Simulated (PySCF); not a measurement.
Gas-phase reaction: 2 SnHCl + Cl2 → SnCl4 + SnH2

Energies from PySCF, thermal terms from the rigid-rotor harmonic-oscillator model, ideal gas at 1 bar. † marks an energy on the PBE0/def2-TZVP geometry and frequencies; other levels use their own. MP2 freezes the core. All species are closed-shell singlets. Sn: scalar-relativistic def2 core potential, no spin-orbit coupling. SnHCl, SnH2: computed as isolated molecules; such fragments, hydroxides, amides, oligomers or adducts are transient or little studied in the gas. MP2 isn't extrapolated to the basis-set limit; its ΔH°(298 K) is -357.6 kJ in def2-SVP and -319.3 kJ in def2-TZVPP. The harmonic model lacks anharmonicity and excited electronic states, which grow with temperature; levels with a mode under 35 cm⁻¹ are left out. Soft modes under 120 cm⁻¹ make the harmonic entropy rough for SnCl4.

```csv
level,"ΔE electronic, kJ","ΔH°(298 K), kJ","ΔS°(298 K), J/K","ΔG°(800 K), kJ"
BLYP/def2-TZVP†,-226,-222,-173,-87
HF/def2-TZVP†,-315,-311,-173,-176
MP2/def2-SVP†,-362,-358,-173,-223
PBE/def2-SVP,-282,-277,-172,-143
PBE/def2-TZVP†,-260,-257,-173,-122
PBE0/def2-QZVP†,-288,-284,-173,-149
PBE0/def2-SVP†,-307,-303,-173,-168
r2SCAN/def2-TZVP†,-305,-301,-173,-166
LDA/def2-TZVP†,-293,-289,-173,-154
ωB97X-V/def2-TZVP†,-313,-309,-173,-174
```
ΔH° is lowest at MP2/def2-SVP† and highest at BLYP/def2-TZVP†. No reference value is set beside these.
